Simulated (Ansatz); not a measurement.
TeO₂F₂. The state is a singlet with charge 0. Geometry B3LYP-D4/def2-SVP.

```xyz
5

Te   -0.1163   -0.1806   -0.0783
O     0.4816   -0.8341   -1.6512
O    -1.4784   -0.7130    0.9799
F    -0.2997    1.7091   -0.3019
F     1.4128    0.0185    1.0516
```

In the def2 sets Te takes a core potential; there is no spin–orbit coupling.

Question: Estimate the orbital energies around the gap (eV) in Ansatz with PBE-D4/def2-SVP, r2SCAN-D4/def2-TZVP, B97M-V/def2-TZVP, PBE0-D4/def2-SVP, ωB97X-V/def2-TZVP.

Answer: 
```json
{"orbital": "HOMO−9", "PBE-D4/def2-SVP": "-12.46", "r2SCAN-D4/def2-TZVP": "-13.28", "B97M-V/def2-TZVP": "-13.27", "PBE0-D4/def2-SVP": "-14.48", "ωB97X-V/def2-TZVP": "-17.32"}
{"orbital": "HOMO−8", "PBE-D4/def2-SVP": "-11.82", "r2SCAN-D4/def2-TZVP": "-12.66", "B97M-V/def2-TZVP": "-12.70", "PBE0-D4/def2-SVP": "-13.97", "ωB97X-V/def2-TZVP": "-16.87"}
{"orbital": "HOMO−7", "PBE-D4/def2-SVP": "-10.85", "r2SCAN-D4/def2-TZVP": "-11.91", "B97M-V/def2-TZVP": "-12.01", "PBE0-D4/def2-SVP": "-13.13", "ωB97X-V/def2-TZVP": "-16.05"}
{"orbital": "HOMO−6", "PBE-D4/def2-SVP": "-10.60", "r2SCAN-D4/def2-TZVP": "-11.69", "B97M-V/def2-TZVP": "-11.81", "PBE0-D4/def2-SVP": "-13.03", "ωB97X-V/def2-TZVP": "-16.03"}
{"orbital": "HOMO−5", "PBE-D4/def2-SVP": "-10.45", "r2SCAN-D4/def2-TZVP": "-11.51", "B97M-V/def2-TZVP": "-11.63", "PBE0-D4/def2-SVP": "-12.78", "ωB97X-V/def2-TZVP": "-15.72"}
{"orbital": "HOMO−4", "PBE-D4/def2-SVP": "-10.25", "r2SCAN-D4/def2-TZVP": "-11.09", "B97M-V/def2-TZVP": "-11.11", "PBE0-D4/def2-SVP": "-12.07", "ωB97X-V/def2-TZVP": "-14.61"}
{"orbital": "HOMO−3", "PBE-D4/def2-SVP": "-9.00", "r2SCAN-D4/def2-TZVP": "-9.79", "B97M-V/def2-TZVP": "-9.78", "PBE0-D4/def2-SVP": "-10.85", "ωB97X-V/def2-TZVP": "-13.63"}
{"orbital": "HOMO−2", "PBE-D4/def2-SVP": "-8.88", "r2SCAN-D4/def2-TZVP": "-9.57", "B97M-V/def2-TZVP": "-9.58", "PBE0-D4/def2-SVP": "-10.73", "ωB97X-V/def2-TZVP": "-13.39"}
{"orbital": "HOMO−1", "PBE-D4/def2-SVP": "-8.36", "r2SCAN-D4/def2-TZVP": "-9.13", "B97M-V/def2-TZVP": "-9.14", "PBE0-D4/def2-SVP": "-10.20", "ωB97X-V/def2-TZVP": "-12.89"}
{"orbital": "HOMO", "PBE-D4/def2-SVP": "-8.24", "r2SCAN-D4/def2-TZVP": "-9.05", "B97M-V/def2-TZVP": "-9.08", "PBE0-D4/def2-SVP": "-10.10", "ωB97X-V/def2-TZVP": "-12.83"}
{"orbital": "LUMO", "PBE-D4/def2-SVP": "-5.42", "r2SCAN-D4/def2-TZVP": "-5.72", "B97M-V/def2-TZVP": "-5.48", "PBE0-D4/def2-SVP": "-4.57", "ωB97X-V/def2-TZVP": "-2.64"}
{"orbital": "LUMO+1", "PBE-D4/def2-SVP": "-2.95", "r2SCAN-D4/def2-TZVP": "-3.07", "B97M-V/def2-TZVP": "-2.95", "PBE0-D4/def2-SVP": "-2.29", "ωB97X-V/def2-TZVP": "-0.20"}
{"orbital": "LUMO+2", "PBE-D4/def2-SVP": "-2.00", "r2SCAN-D4/def2-TZVP": "-1.99", "B97M-V/def2-TZVP": "-1.87", "PBE0-D4/def2-SVP": "-1.24", "ωB97X-V/def2-TZVP": "0.91"}
{"orbital": "LUMO+3", "PBE-D4/def2-SVP": "0.15", "r2SCAN-D4/def2-TZVP": "0.14", "B97M-V/def2-TZVP": "0.16", "PBE0-D4/def2-SVP": "1.13", "ωB97X-V/def2-TZVP": "2.93"}
{"orbital": "LUMO+4", "PBE-D4/def2-SVP": "4.20", "r2SCAN-D4/def2-TZVP": "3.56", "B97M-V/def2-TZVP": "3.10", "PBE0-D4/def2-SVP": "5.09", "ωB97X-V/def2-TZVP": "5.20"}
{"orbital": "LUMO+5", "PBE-D4/def2-SVP": "6.77", "r2SCAN-D4/def2-TZVP": "3.77", "B97M-V/def2-TZVP": "3.31", "PBE0-D4/def2-SVP": "7.69", "ωB97X-V/def2-TZVP": "5.46"}
```
